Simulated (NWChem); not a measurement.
System: C2H7BO; SMILES CB(C)O

```xyz
11

B      0.0773    -0.0135    -0.0031
C     -0.7067     1.3609     0.0012
H     -1.5006     1.3622     0.7660
H     -1.2244     1.4865    -0.9661
H     -0.0773     2.2520     0.1590
C     -0.6737    -1.3981    -0.0033
H     -1.1042    -1.5732     0.9991
H     -0.0082    -2.2428    -0.2329
H     -1.5252    -1.4086    -0.7025
O      1.4378    -0.0515    -0.0021
H      1.8323     0.8264     0.0222
```
Atoms are numbered in this order, from 1.

Program: NWChem. Pople sets run with spherical d functions. All runs use the structure optimised with PBE0/def2-SVP. Ions are spin-unrestricted doublets at the neutral geometry; other ion states weren't tried.

Problem. Predict the results for PBE/6-31G*. Quantities: vertical ionisation energy, ΔSCF (eV); −ε(HOMO) (eV).

Solution. 
```yaml
vertical ionisation energy, ΔSCF (eV): 10.04
"−ε(HOMO) (eV)": 6.57
```
